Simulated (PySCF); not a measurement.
An element was calculated at r2SCAN (PySCF 2.14, ECP, a quadruple-zeta basis, no spin-orbit coupling), in the ground configurations that NIST lists.

* first ionisation energy: 10.328 eV
* second ionisation energy: 19.041 eV
* third ionisation energy: 35.205 eV

**Question.** Which element is it?

**Answer.** Mercury (Hg, Z = 80), in def2-QZVPPD with the def2 core potential (60 electrons). NIST lists 10.438, 18.757, 34.49 ± 0.05 eV for these ionisation energies.
